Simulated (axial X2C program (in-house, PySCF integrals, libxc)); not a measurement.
Correcting the dissociation energy of NiSe⁺ for spin–orbit coupling

A spin-free PBE0 curve (one-electron X2C) was computed with an in-house all-electron X2C program for linear molecules (integrals from PySCF), basis Se dyall-cv3z [8s9p6d4f1g], Ni dyall-cv3z [9s9p6d3f2g] (cores contracted in-house), for the state M_S = 3/2, Λ = 0 (beyond evenly filled blocks: σα, π+α, π-α). It gives D0 = 2.511 eV to Se + Ni+, which in a spin-free picture are the weighted means of the ground terms.

Measured levels of the ground terms (NIST Handbook of Basic Atomic Spectroscopic Data), in cm⁻¹: Se 3P: J = 2 at 0, J = 1 at 1989.5, J = 0 at 2534.4; Ni+ 2D: J = 5/2 at 0, J = 3/2 at 1506.9.

The molecular state has Λ = 0, so it has no first-order lowering.

Q: How far does each ground level lie under the (2J+1)-weighted mean of its term?

A: Se: (5 × 0 + 3 × 1989.5 + 1 × 2534.4)/9 = 945 cm⁻¹; Ni+: (6 × 0 + 4 × 1506.9)/10 = 603 cm⁻¹.

Q: Correct D0.

A: D0 = 2.511 + (0 − 1548)/8065.5 = 2.319 eV at PBE0 with these spin–orbit terms.

Second-order spin–orbit effects in the molecule, which grow quickly with Z, are left out. Occupations by symmetry block were frozen at the best pattern of an incomplete PBE0 search. Dissociation energies refer to the lowest single-determinant-based atoms at the same level and basis. Other states lie close and PBE0, whose exact exchange favours high spin, may order them wrongly; the determinant shown need not be the ground state. The nearest other spin-free determinant of the search, M_S = 3/2, Λ = 2, lies 0.15 eV up at the distance of the search.
